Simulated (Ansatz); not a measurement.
# Redistribution: CBr2Cl2 + C2F4 → CBrCl2F + C2BrF3

Gas-phase species: CBr2Cl2 (dibromodichloromethane) `ClC(Cl)(Br)Br`, singlet; C2F4 (tetrafluoroethylene) `FC(F)=C(F)F`, singlet; CBrCl2F (bromodichlorofluoromethane) `FC(Cl)(Cl)Br`, singlet; C2BrF3 (bromotrifluoroethene) `FC(F)=C(F)Br`, singlet. The partners trade Br for F; both sit on C, so the bond types are kept.

Shapes, held fixed at every level: PBE0-D4/def2-TZVP. Programs: Ansatz 0.2.0. The zero-point and thermal change to 298 K, harmonic and unscaled (PBE0-D4/def2-TZVP), is -0.1 kJ/mol.

```json
{"level": "PBE0-D4/def2-TZVPP", "kind": "global hybrid", "ΔH(298 K) (kJ/mol)": "-30.3", "less CCSD(T)/def2-TZVPP": "-2.5"}
{"level": "r2SCAN0-D4/def2-TZVPP", "kind": "global hybrid", "ΔH(298 K) (kJ/mol)": "-34.1", "less CCSD(T)/def2-TZVPP": "-6.3"}
{"level": "wB97X-V/def2-TZVPP", "kind": "range-separated hybrid", "ΔH(298 K) (kJ/mol)": "-33.2", "less CCSD(T)/def2-TZVPP": "-5.4"}
{"level": "MP2/def2-SVP", "kind": "perturbation theory", "ΔH(298 K) (kJ/mol)": "-23.8", "less CCSD(T)/def2-TZVPP": "+4.0"}
{"level": "CCSD(T)/def2-SVP", "kind": "coupled cluster or CI", "ΔH(298 K) (kJ/mol)": "-27.7", "less CCSD(T)/def2-TZVPP": "+0.1"}
{"level": "CCSD/def2-TZVPP", "kind": "coupled cluster or CI", "ΔH(298 K) (kJ/mol)": "-28.2", "less CCSD(T)/def2-TZVPP": "-0.4"}
{"level": "CCSD(T)/def2-TZVPP", "kind": "coupled cluster or CI", "ΔH(298 K) (kJ/mol)": "-27.8", "less CCSD(T)/def2-TZVPP": "0.0"}
```

The highest level, CCSD(T)/def2-TZVPP, gives ΔH(298 K) = -27.8 kJ/mol; the levels span -34.1 to -23.8. The column of differences is taken from that level and isn't an error. No measured value is set beside it here. Relativity is left out for Br. Outer-core shells of Br are correlated, in sets that cover them unevenly.
